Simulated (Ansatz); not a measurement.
Si₄H₇⁻. The state is a singlet with charge -1. Geometry B3LYP-D4/def2-SVPD; atoms count from 1.

```xyz
11

Si    0.539   -1.055   -0.899
Si   -1.599    1.263    0.307
Si   -0.801   -0.891    1.046
Si    0.600    1.303   -0.688
H     1.794   -1.889   -0.938
H    -1.304    2.078    1.572
H     0.147   -0.997    2.219
H     0.843    2.081   -1.960
H    -0.260   -1.492   -2.096
H    -1.777   -2.020    1.284
H     1.818    1.619    0.151
```

The structure comes from a short search, and lower isomers may exist.

(1) Estimate the Mulliken populations from the PBE0/def2-TZVPD orbitals of Ansatz.

(2) And the Mayer bond orders between heavy atoms (over 0.3)?

Answers

(1) 
| atom | charge (e) |
| --- | --- |
| Si1 | -0.06 |
| Si2 | -0.45 |
| Si3 | -0.02 |
| Si4 | -0.02 |
| H5 | -0.08 |
| H6 | -0.06 |
| H7 | -0.05 |
| H8 | -0.09 |
| H9 | -0.04 |
| H10 | -0.09 |
| H11 | -0.05 |
Mulliken values depend strongly on the basis. With diffuse functions, as here, like atoms can get unlike values, and bond orders can come out too low or too high.

(2) Si1–Si3 0.90 (2.37 Å); Si1–Si4 0.90 (2.37 Å); Si2–Si3 0.90 (2.41 Å); Si2–Si4 0.89 (2.41 Å).
